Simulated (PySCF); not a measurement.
PySCF input (TPSSh/def2-TZVPD):

```python
from pyscf import gto, scf, dft

mol = gto.M(
    atom='''
    C     2.32003156   -0.21338363    0.15870825
    C     0.97293156   -0.28716560    0.14835701
    C     0.04644238    0.73158387   -0.30132222
    C    -1.31808495    0.71461345   -0.33571114
    C    -2.02881568   -0.52945280    0.15751773
    H     2.93969569   -1.02943903    0.51520037
    H     2.83639264    0.67598779   -0.19364562
    H     0.53479063   -1.21220202    0.51784304
    H     0.55952661    1.63510270   -0.65962978
    H    -2.72121107   -0.25516495    0.96475008
    H    -2.67244515   -0.92009068   -0.64211496
    H    -1.43177855   -1.39136554    0.53229906
    ''',
    basis='def2-tzvpd',
    charge=-1,
    spin=0,
    verbose=4,
)

mf = dft.RKS(mol, xc='tpssh').density_fit(auxbasis='def2-universal-jkfit')
mf.grids.level = 3
mf.conv_tol = 1e-9
mf.max_cycle = 100
mf.max_memory = 1500
mf.kernel()
if not mf.converged:
    mf = mf.newton()
    mf.kernel(mf.make_rdm1())
mf.analyze()
```

End of the output:

```
Extra cycle  E= -194.739415729872  delta_E= 5.5e-10  |g|= 5.04e-05  |ddm|= 0.000647
converged SCF energy = -194.739415729872
**** SCF Summaries ****
Total Energy =                        -194.739415729871553
Nuclear Repulsion Energy =             146.843668474656397
One-electron Energy =                 -558.277990757349812
Two-electron Energy =                  216.694906552821834
Two-electron Coulomb Energy =          246.606322949833384
DFT Exchange-Correlation Energy =      -29.911416397011557
HOMO-LUMO gap [eV] =                     2.671891275351428
**** MO energy ****
MO #1   energy= -9.94224971907664  occ= 2
MO #2   energy= -9.93242490355272  occ= 2
MO #3   energy= -9.92436149079548  occ= 2
MO #4   energy= -9.8974452197748   occ= 2
MO #5   energy= -9.87866963184105  occ= 2
MO #6   energy= -0.593028667857489 occ= 2
MO #7   energy= -0.534741270736198 occ= 2
MO #8   energy= -0.466935876675848 occ= 2
MO #9   energy= -0.378939262081275 occ= 2
MO #10  energy= -0.31695221780689  occ= 2
MO #11  energy= -0.249243745833187 occ= 2
MO #12  energy= -0.237919115959154 occ= 2
MO #13  energy= -0.209199219223629 occ= 2
MO #14  energy= -0.201265754774025 occ= 2
MO #15  energy= -0.167392483406427 occ= 2
MO #16  energy= -0.129439908968336 occ= 2
MO #17  energy= -0.120148466897864 occ= 2
MO #18  energy= -0.0142662979569295 occ= 2
MO #19  energy= 0.0380471303808143 occ= 2
MO #20  energy= 0.136237324492486  occ= 0
MO #21  energy= 0.144009892565731  occ= 0
MO #22  energy= 0.148440804217685  occ= 0
MO #23  energy= 0.16573217418386   occ= 0
MO #24  energy= 0.184765498102856  occ= 0
MO #25  energy= 0.195207575868106  occ= 0
MO #26  energy= 0.21928144315134   occ= 0
MO #27  energy= 0.226221634192708  occ= 0
MO #28  energy= 0.232986582881469  occ= 0
MO #29  energy= 0.236639529092369  occ= 0
MO #30  energy= 0.253743145040308  occ= 0
MO #31  energy= 0.259804242754333  occ= 0
MO #32  energy= 0.267398005337214  occ= 0
MO #33  energy= 0.290176937794175  occ= 0
MO #34  energy= 0.297472139172178  occ= 0
MO #35  energy= 0.30568963377756   occ= 0
MO #36  energy= 0.309102505708719  occ= 0
MO #37  energy= 0.313343475948168  occ= 0
MO #38  energy= 0.327929266664686  occ= 0
MO #39  energy= 0.338110316261568  occ= 0
MO #40  energy= 0.349426442680999  occ= 0
MO #41  energy= 0.366031866106149  occ= 0
MO #42  energy= 0.370603935584505  occ= 0
MO #43  energy= 0.373291581837383  occ= 0
MO #44  energy= 0.381157749918077  occ= 0
MO #45  energy= 0.384778084093866  occ= 0
MO #46  energy= 0.388057053322714  occ= 0
MO #47  energy= 0.39739535760147   occ= 0
MO #48  energy= 0.408414568252261  occ= 0
MO #49  energy= 0.41029603967422   occ= 0
MO #50  energy= 0.414844484271867  occ= 0
MO #51  energy= 0.42695985933962   occ= 0
MO #52  energy= 0.428919185042054  occ= 0
MO #53  energy= 0.444052994063643  occ= 0
MO #54  energy= 0.451143854227988  occ= 0
MO #55  energy= 0.454924617666405  occ= 0
MO #56  energy= 0.465463475052257  occ= 0
MO #57  energy= 0.476878154490547  occ= 0
MO #58  energy= 0.480306021503924  occ= 0
MO #59  energy= 0.481658693408569  occ= 0
MO #60  energy= 0.486362505886477  occ= 0
MO #61  energy= 0.499966939921402  occ= 0
MO #62  energy= 0.507847855783219  occ= 0
MO #63  energy= 0.511100162129107  occ= 0
MO #64  energy= 0.518540823676276  occ= 0
MO #65  energy= 0.52171521232118   occ= 0
MO #66  energy= 0.527144867330765  occ= 0
MO #67  energy= 0.542449726146711  occ= 0
MO #68  energy= 0.557970069421554  occ= 0
MO #69  energy= 0.566440921016956  occ= 0
MO #70  energy= 0.569973752008408  occ= 0
MO #71  energy= 0.570619193183553  occ= 0
MO #72  energy= 0.58538082914709   occ= 0
MO #73  energy= 0.599335202108014  occ= 0
MO #74  energy= 0.600125206240595  occ= 0
MO #75  energy= 0.610827421210372  occ= 0
MO #76  energy= 0.634149454859917  occ= 0
MO #77  energy= 0.637246187971711  occ= 0
MO #78  energy= 0.643160363126361  occ= 0
MO #79  energy= 0.653547343412023  occ= 0
MO #80  energy= 0.677457126635268  occ= 0
MO #81  energy= 0.685360393511222  occ= 0
MO #82  energy= 0.694671929855219  occ= 0
MO #83  energy= 0.70505234965266   occ= 0
MO #84  energy= 0.714344264092029  occ= 0
MO #85  energy= 0.72902487780209   occ= 0
MO #86  energy= 0.758563287437156  occ= 0
MO #87  energy= 0.779374970864439  occ= 0
MO #88  energy= 0.781450093432119  occ= 0
MO #89  energy= 0.783372801960424  occ= 0
MO #90  energy= 0.797489454638263  occ= 0
MO #91  energy= 0.807763892778214  occ= 0
MO #92  energy= 0.809293567382499  occ= 0
MO #93  energy= 0.829320545842334  occ= 0
MO #94  energy= 0.841848655478464  occ= 0
MO #95  energy= 0.846366775343748  occ= 0
MO #96  energy= 0.850180473238912  occ= 0
MO #97  energy= 0.855273964551085  occ= 0
MO #98  energy= 0.861823832473294  occ= 0
MO #99  energy= 0.865104994944494  occ= 0
MO #100 energy= 0.883748066681927  occ= 0
MO #101 energy= 0.895336150595585  occ= 0
MO #102 energy= 0.899962726636195  occ= 0
MO #103 energy= 0.93031910951093   occ= 0
MO #104 energy= 0.938452983608731  occ= 0
MO #105 energy= 0.945853710632891  occ= 0
MO #106 energy= 0.946791608467932  occ= 0
MO #107 energy= 0.952067544739106  occ= 0
[...]
```

It need not be the lowest isomer of its formula. Whether it binds its extra electron was not tested at this geometry.
